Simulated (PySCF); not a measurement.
**Radial density of Cu³⁺ (copper, charge +3)**

UHF, [Ar] 3d8, high-spin 3F determinant. All numbers are calculated (PySCF 2.14, the non-relativistic Hamiltonian (point nucleus), in dyall-av2z (16s12p7d2f, 101 functions)).

```tsv
r (bohr)	4πr²ρ (e/bohr)	4πr²(ρα − ρβ)
0.000898	0.1597	0.0000
0.00151	0.4365	0.0000
0.00254	1.163	0.0000
0.00427	2.977	-0.0001
0.00719	7.112	-0.0003
0.0121	15.17	-0.0006
0.0203	26.75	-0.0010
0.0342	34.83	-0.0013
0.0575	30.85	-0.0005
0.0967	29.44	0.0169
0.163	40.02	0.1792
0.274	25.15	0.9135
0.460	19.40	2.2042
0.774	18.84	2.0822
1.30	4.434	0.6294
2.19	0.2516	0.0403
3.69	0.004079	0.0004
6.20	4.702e-05	0.0000
```
